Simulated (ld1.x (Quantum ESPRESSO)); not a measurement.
LDA (PZ) RRKJ dataset for Fe (Z = 26), scalar-relativistic all-electron reference.

```
Element                 : Fe
Generator               : ld1.x (Quantum ESPRESSO) 7.5
Type                    : norm-conserving RRKJ (Kleinman–Bylander form)
Functional              : LDA (PZ)
Relativity              : scalar-relativistic
Frozen core             : [Ne]
Valence charge          : 16
Reference configuration : 3s2 3p6 3d6 4s0 4p0 (charge +2)
Partial waves           : 3s (bound): rc 1.35 bohr; 3p (bound): rc 1.15 bohr; 3d (bound): rc 1.45 bohr
Local potential         : the d channel
Core correction         : a·sin(br)/r model core inside 0.75 bohr
```

All-electron outer shells of the reference configuration (LDA (PZ), scalar-relativistic, ld1.x):

```
shell  level (eV)  outermost node (bohr)  outermost maximum (bohr)
   2p     -716.31                      –                      0.18
   3s     -112.05                   0.33                      0.70
   3p      -78.48                   0.30                      0.72
   3d      -26.03                      –                      0.71
   4s      -20.37                   1.00                      2.15
   4p      -14.32                   1.08                      2.53
```

Does the generator finish with these settings?

Yes, a potential is produced.

Estimate the cutoffs (Ry, on a coarse ladder) from which the occupation-weighted sum of valence levels, in a spherical-Bessel basis at the reference potential, stays within 10 and 1 mRy of its value at 400 Ry.

120 Ry and 180 Ry.

Does the potential have ghost states?

No extra level below or beside the all-electron valence levels (s, p, d, f tested).

Which valence shell sets the plane-wave cutoff?

3d: its level needs 120 Ry to come within 1 mRy, against 70 Ry for 3p.

Tests: 3s2 3p6 3d6 4s2 4p0; 3s2 3p6 3d6 4s1 4p0; 3s2 3p6 3d5 4s0 4p0; 3s2 3p6 3d6 4s0 4p2; 3s2 3p6 3d7 4s1 4p0; 3s2 3p6 3d6 4s1.5 4p0; 3s2 3p6 3d6.5 4s1.5 4p0. Which has the largest error in its energy relative to the reference configuration, and how large is it?

3s2 3p6 3d6 4s2 4p0, with +1067 meV (all-electron minus pseudo) on -25.47 eV.
